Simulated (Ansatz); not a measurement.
Computed with Ansatz.

CH6BPSSi (`PB1C[SiH2]S1`) at its PBE0-D4/def2-TZVP geometry, where that method's forces vanish. The species carries charge 0 and has multiplicity 1.

```tsv
atom	x (Å)	y (Å)	z (Å)
P1	0.8560	0.2165	-2.3430
B2	-0.0355	0.0406	-0.6721
C3	0.6363	-0.0040	0.7659
Si4	-0.9696	-0.6390	1.4674
S5	-1.8024	-0.3415	-0.5011
H6	1.6608	1.3362	-2.0186
H7	-0.1352	0.9244	-3.0638
H8	1.5286	-0.6261	0.8556
H9	0.8892	1.0014	1.1166
H10	-1.6421	0.1612	2.5252
H11	-0.9860	-2.0696	1.8679
```

Question: For each bond, give half the difference of the two atoms' forces along it (eV/Å; positive pushes the atoms apart) under PBE-D4, r2SCAN-D4, B3LYP-D4, ωB97M-V in def2-TZVPP. (An estimate is asked.)

Answer: The calculation gave: 
| bond | length (Å) | PBE-D4 | r2SCAN-D4 | B3LYP-D4 | ωB97M-V |
| --- | --- | --- | --- | --- | --- |
| P1–B2 | 1.902 | -0.03 | 0.00 | -0.03 | 0.03 |
| P1–H6 | 1.417 | 0.19 | 0.00 | -0.05 | -0.11 |
| P1–H7 | 1.415 | 0.19 | -0.01 | -0.04 | -0.11 |
| B2–C3 | 1.588 | -0.01 | 0.01 | 0.04 | 0.09 |
| B2–S5 | 1.816 | 0.20 | 0.14 | 0.13 | 0.01 |
| C3–Si4 | 1.864 | 0.04 | 0.02 | 0.16 | 0.09 |
| C3–H8 | 1.091 | 0.10 | -0.03 | -0.05 | -0.07 |
| C3–H9 | 1.094 | 0.11 | -0.01 | -0.06 | -0.07 |
| Si4–S5 | 2.158 | 0.22 | 0.09 | 0.24 | 0.09 |
| Si4–H10 | 1.487 | 0.06 | -0.02 | -0.16 | -0.16 |
| Si4–H11 | 1.486 | 0.06 | -0.02 | -0.15 | -0.15 |

B3LYP here is the variant with VWN-RPA as its local correlation; programs differ in this.
